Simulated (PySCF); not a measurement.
PySCF input for FGeH₅Si, SMILES F[SiH2][GeH3], B3LYP-D3(BJ)/def2-SVP. The structure is a stationary point at B3LYP-D3(BJ)/def2-SVP. This is a generated structure with no PubChem entry under its InChIKey; it may be hypothetical.

```python
import numpy as np
from pyscf import gto, scf, dft, df
from pyscf.hessian import thermo

mol = gto.M(
    atom='''
    Si   -0.53740711   -1.22887619    0.00000000
    F     0.83244073   -2.12158336   -0.00000000
    Ge    0.06547251    1.08301646   -0.00000000
    H    -1.32049310   -1.58489069    1.21655927
    H    -1.32049311   -1.58489069   -1.21655927
    H    -1.21136780    1.95153263    0.00000001
    H     0.89448329    1.43011954    1.25289295
    H     0.89448328    1.43011955   -1.25289295
    ''',
    basis='def2-SVP',
    charge=0,
    spin=0,
    max_memory=1600,
    verbose=3,
)
mf = dft.RKS(mol, xc='b3lyp').density_fit(auxbasis='def2-universal-jkfit')
mf.disp = 'd3bj'
mf.grids.level = 3
mf.conv_tol = 1e-11
mf.max_cycle = 100
mf.kernel()

# analytic Hessian; the response equations are solved on a coarser grid
h, args, fine = mf.Hessian(), (mf.mo_energy, mf.mo_coeff, mf.mo_occ), mf.grids
h.max_memory = max(150, 2.5e-5 * df.make_auxmol(mol, mf.with_df.auxbasis).nao * mol.nelec[0] * (mol.nelec[0] + mol.nao))  # MB; small integral blocks
h1ao = h.make_h1(mf.mo_coeff, mf.mo_occ)
mf.grids = dft.Grids(mol).set(level=1).build(with_non0tab=True)
mo1, mo_e1 = h.solve_mo1(*args, h1ao)
mf.grids = fine
hess = h.hess_elec(*args, mo1, mo_e1, h1ao) + h.hess_nuc()
if mf.do_disp():
    hess += h.get_dispersion()
for i in range(mol.natm):  # the analytic DFT Hessian lacks the response of the grid: restore translational invariance
    hess[i, i] -= hess[i].sum(axis=0)
hess = (hess + hess.transpose(1, 0, 3, 2)) / 2
vib = thermo.harmonic_analysis(mol, hess, imaginary_freq=False)
thermo.dump_normal_mode(mol, vib)
th = thermo.thermo(mf, vib['freq_au'][vib['freq_au'] > 0], 298.15, 101325)
thermo.dump_thermo(mol, th)
g0 = mf.nuc_grad_method().set(verbose=0).kernel()

# dipole derivatives [dipole axis, atom, xyz] from the same response
r, irp = mol.intor('int1e_r'), mol.intor('int1e_irp').reshape(3, 3, mol.nao, mol.nao)
sl, dm0, ok = mol.aoslice_by_atom(), np.array(mf.make_rdm1()), []
dmu = np.einsum('a,xt->xat', mol.atom_charges(), np.eye(3))
for a, (_, _, p0, p1) in enumerate(sl):
    dmu[:, a] += 2 * np.einsum('xtij,ij->xt', irp[:, :, :, p0:p1], dm0.reshape(-1, mol.nao, mol.nao).sum(0)[:, p0:p1])
    for u, c, occ, f in [(mo1, mf.mo_coeff, mf.mo_occ, 4)]:
        dmu[:, a] -= f * np.einsum('tui,xuv,vi->xt', u[a], r, c[:, occ > 0], optimize=True)
L = vib['norm_mode']
ir = 974.8801 * (np.einsum('xat,kat->kx', dmu, L) ** 2).sum(1)       # km/mol
apt = np.einsum('xax->a', dmu) / 3
print('mode   freq/cm-1   IR/(km/mol)')
for k, w in enumerate(vib['freq_wavenumber']):
    print(f'{k + 1:4d} {w:11.2f} {ir[k]:13.3f}')
print('max |gradient| / (hartree/bohr):', abs(g0).max())
print('APT charges:', apt.round(4))
```

Program output:

```
converged SCF energy = -2469.0324236729

WARN: DFTD3 does not support analytical Hessian, using finite difference


WARN: Mole.unit (angstrom) is changed to Bohr

Mode                                 0                   1                   2
Irrep
Freq [cm^-1]                       89.3454            146.1303            345.6142
Reduced mass [au]                   1.1598              6.7950              4.6212
Force const [Dyne/A]                0.0055              0.0855              0.3252
Char temp [K]                     128.5482            210.2489            497.2619
Normal mode                   x     y     z       x     y     z       x     y     z
       0  Si                -0.00 -0.00 -0.04   -0.07  0.00  0.00    0.05  0.13 -0.00
       1   F                 0.00  0.00  0.07    0.04  0.17 -0.00   -0.03  0.02  0.00
       2  Ge                 0.00 -0.00  0.00    0.01 -0.04  0.00   -0.01 -0.06 -0.00
       3   H                -0.08  0.01 -0.09   -0.04 -0.07 -0.00    0.02  0.20 -0.00
       4   H                 0.08 -0.01 -0.09   -0.04 -0.07  0.00    0.02  0.20  0.00
       5   H                 0.00  0.00  0.54    0.14  0.14 -0.00   -0.14 -0.25  0.00
       6   H                 0.43 -0.16 -0.24    0.07 -0.16 -0.00   -0.08  0.09  0.00
       7   H                -0.43  0.16 -0.24    0.07 -0.16  0.00   -0.08  0.09 -0.00
Mode                                 3                   4                   5
Irrep
Freq [cm^-1]                      352.4429            470.9791            587.0671
Reduced mass [au]                   1.0346              1.3035              1.2395
Force const [Dyne/A]                0.0757              0.1704              0.2517
Char temp [K]                     507.0869            677.6341            844.6588
Normal mode                   x     y     z       x     y     z       x     y     z
       0  Si                 0.00  0.00  0.02   -0.05 -0.05 -0.00   -0.00 -0.00 -0.07
       1   F                -0.00  0.00 -0.02    0.00  0.04  0.00    0.00  0.00  0.03
       2  Ge                -0.00 -0.00  0.01    0.03  0.00  0.00    0.00  0.00  0.02
       3   H                -0.20 -0.33 -0.21   -0.06 -0.03 -0.00    0.28  0.32  0.21
       4   H                 0.20  0.33 -0.21   -0.06 -0.03  0.00   -0.28 -0.32  0.21
       5   H                -0.00 -0.00 -0.21   -0.35 -0.52  0.00   -0.00 -0.00 -0.24
       6   H                 0.15  0.44 -0.22   -0.19  0.38  0.03    0.13  0.32 -0.17
       7   H                -0.15 -0.44 -0.22   -0.19  0.38 -0.03   -0.13 -0.32 -0.17
Mode                                 6                   7                   8
Irrep
Freq [cm^-1]                      743.5280            787.6983            851.2903
Reduced mass [au]                   1.0899              1.0596              2.6217
Force const [Dyne/A]                0.3550              0.3874              1.1194
Char temp [K]                    1069.7712           1133.3225           1224.8172
Normal mode                   x     y     z       x     y     z       x     y     z
       0  Si                -0.00 -0.00 -0.03    0.01 -0.03  0.00    0.07 -0.03  0.00
       1   F                 0.00  0.00  0.05   -0.01  0.01 -0.00   -0.14  0.07 -0.00
       2  Ge                -0.00 -0.00 -0.00   -0.01 -0.02  0.00    0.00 -0.00  0.00
       3   H                 0.44 -0.50  0.10    0.03  0.17  0.06    0.25 -0.33  0.03
       4   H                -0.44  0.50  0.10    0.03  0.17 -0.06    0.25 -0.33 -0.03
       5   H                 0.00  0.00  0.02    0.31  0.47 -0.00    0.01  0.01 -0.00
       6   H                -0.02 -0.06  0.03    0.05  0.50 -0.16   -0.04  0.03  0.02
       7   H                 0.02  0.06  0.03    0.05  0.50  0.16   -0.04  0.03 -0.02
Mode                                 9                  10                  11
Irrep
Freq [cm^-1]                      878.5769            883.4657            920.2333
Reduced mass [au]                   1.0844              1.0183              1.4056
Force const [Dyne/A]                0.4932              0.4683              0.7013
Char temp [K]                    1264.0765           1271.1104           1324.0108
Normal mode                   x     y     z       x     y     z       x     y     z
       0  Si                 0.02 -0.03  0.00   -0.00  0.00  0.01   -0.04  0.08 -0.00
       1   F                -0.03  0.03 -0.00    0.00 -0.00 -0.00    0.05 -0.05  0.00
       2  Ge                -0.01  0.01  0.00    0.00 -0.00  0.01   -0.00 -0.01  0.00
       3   H                -0.08  0.11 -0.02   -0.03 -0.02 -0.02    0.02 -0.51 -0.13
       4   H                -0.08  0.11  0.02    0.03  0.02 -0.02    0.02 -0.51  0.13
       5   H                -0.19 -0.30 -0.00    0.00  0.00 -0.73    0.01  0.00 -0.00
       6   H                 0.52 -0.02 -0.33    0.28 -0.37 -0.09    0.15  0.18 -0.15
       7   H                 0.52 -0.02  0.33   -0.28  0.37 -0.09    0.15  0.18  0.15
Mode                                12                  13                  14
Irrep
Freq [cm^-1]                      958.4801           2117.1900           2128.6269
Reduced mass [au]                   1.1391              1.0154              1.0211
Force const [Dyne/A]                0.6166              2.6816              2.7258
Char temp [K]                    1379.0395           3046.1651           3062.6201
Normal mode                   x     y     z       x     y     z       x     y     z
       0  Si                -0.06  0.01  0.00    0.00 -0.00 -0.00    0.00 -0.00 -0.00
       1   F                 0.03 -0.02 -0.00   -0.00  0.00  0.00   -0.00  0.00 -0.00
       2  Ge                -0.00  0.00  0.00   -0.01  0.01  0.00    0.01  0.00  0.00
       3   H                 0.52  0.08  0.38   -0.01 -0.00  0.03    0.00  0.01 -0.00
       4   H                 0.52  0.08 -0.38   -0.01 -0.00 -0.03    0.00  0.01  0.00
       5   H                -0.07 -0.10 -0.00    0.75 -0.50  0.00   -0.32  0.24  0.00
       6   H                 0.07 -0.02 -0.04   -0.16 -0.04 -0.23   -0.33 -0.14 -0.53
       7   H                 0.07 -0.02  0.04   -0.16 -0.04  0.23   -0.33 -0.14  0.53
Mode                                15                  16                  17
Irrep
Freq [cm^-1]                     2132.5853           2222.8807           2232.2461
Reduced mass [au]                   1.0242              1.0297              1.0531
Force const [Dyne/A]                2.7445              2.9977              3.0917
Char temp [K]                    3068.3154           3198.2304           3211.7051
Normal mode                   x     y     z       x     y     z       x     y     z
       0  Si                -0.00  0.00 -0.00   -0.03 -0.01 -0.00   -0.00 -0.00  0.04
       1   F                 0.00 -0.00 -0.00   -0.00 -0.00  0.00   -0.00 -0.00  0.00
       2  Ge                -0.00 -0.00  0.01   -0.00  0.00 -0.00   -0.00  0.00  0.00
       3   H                -0.02 -0.01  0.03    0.36  0.16 -0.58    0.36  0.17 -0.56
       4   H                 0.02  0.01  0.03    0.36  0.16  0.58   -0.36 -0.17 -0.56
       5   H                 0.00 -0.00  0.02    0.03 -0.03 -0.00    0.00 -0.00 -0.00
       6   H                -0.39 -0.16 -0.56   -0.00 -0.01 -0.00   -0.02 -0.01 -0.03
       7   H                 0.39  0.16 -0.56   -0.00 -0.01  0.00    0.02  0.01 -0.03
temperature 298.1500 [K]
pressure 101325.00 [Pa]
Rotational constants [GHz] 14.82356 2.17643 1.98966
Symmetry number 1
Zero-point energy (ZPE) 0.04294 [Eh]   112738.352 [J/mol]
                           tot       elec      trans        rot        vib
Entropy [J/mol/K]       324.385      0.000    168.938    108.860     46.586
Cv [J/mol/K]             80.858      0.000     12.472     12.472     55.915
Cp [J/mol/K]             89.173      0.000     20.786     12.472     55.915
Internal energy [J/mol]                      3718.434   3718.434 120608.671
Internal energy [Eh]   -2468.98365  -2469.03242
Enthalpy [J/mol]                             6197.391   3718.434 120608.671
Enthalpy [Eh]          -2468.98271
Gibbs free energy [J/mol]                  -44171.601 -28738.276 106719.099
Gibbs free energy [Eh] -2469.01955
mode   freq/cm-1   IR/(km/mol)
   1       89.35         0.578
   2      146.13         6.103
   3      345.61         4.407
   4      352.44        22.931
   5      470.98        19.810
   6      587.07         2.033
   7      743.53        23.447
   8      787.70       329.083
   9      851.29        24.289
  10      878.58        14.408
  11      883.47        35.222
  12      920.23       202.607
  13      958.48       110.161
  14     2117.19        75.483
  15     2128.63        97.351
  16     2132.59        97.191
  17     2222.88       102.137
  18     2232.25       140.556
max |gradient| / (hartree/bohr): 0.00015094350670425972
APT charges: [ 1.2155 -0.6228  0.6762 -0.2856 -0.2856 -0.2335 -0.2322 -0.2322]
```

The calculation finished and met its thresholds.
